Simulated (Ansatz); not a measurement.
Born–Oppenheimer molecular dynamics of Cl₂H₅PSn (9 atoms, charge 0, multiplicity 1). It starts at the highest image of a converged band. Of that band: Neighbouring images differ by up to 2.1 eV, so the band resolves the path poorly. A vibrational analysis at the climbing image gives one clearly imaginary mode, 1757i cm⁻¹: a first-order saddle point.

Theory: RKS PBE0/def2-SVP in Ansatz 0.2.0.

```
ensemble                      : NVE (velocity Verlet)
time step                     : 0.5 fs
steps asked                   : 200
starting velocities drawn for : 300 K
seed                          : 8972
```

First frame:

```xyz
9
Properties=species:S:1:pos:R:3
Sn 0.129 -0.243 -0.053
H 0.086 0.037 1.879
Cl 2.193 0.349 -1.073
H -0.756 1.204 -0.326
Cl -1.424 -1.820 -0.924
P 1.464 -2.358 1.331
H 0.674 -3.309 0.639
H 2.569 -2.222 0.455
H 0.644 -0.919 1.785
```

Task: How far do the bonds stretch over the last three quarters of this one trajectory? (Pairs bonded in most of those frames.)

Result: 
```
   bond  mean (Å)  spread (Å)  shortest  longest
 Sn1–H2     1.745       0.118      1.55     1.91
Sn1–Cl3     2.402       0.025      2.36     2.43
 Sn1–H4     1.717       0.014      1.69     1.75
Sn1–Cl5     2.409       0.037      2.35     2.46
  P6–H7     1.435       0.015      1.40     1.47
  P6–H8     1.435       0.024      1.39     1.48
  P6–H9     1.479       0.135      1.27     1.67
```

Mean temperature of the second half: 2177 K. The conserved energy stayed within 0.53 meV per atom of its start (net change -0.35 meV per atom), so the integration is sound. The kinetic energy rose, since the run started high on the potential surface and went downhill. It ends in pieces (Cl2H2Sn + H3P), so much of that is their flight and rotation, not heat. A run of 0.1 ps of so small a system gives no equilibrium averages. The orbitals stay closed-shell, which can raise the energy where a bond breaks towards radicals; this wasn't checked here.

Time of the run: 10 min on 2 threads of Arm Neoverse V2 (shared host), peak memory 0.27 GiB.
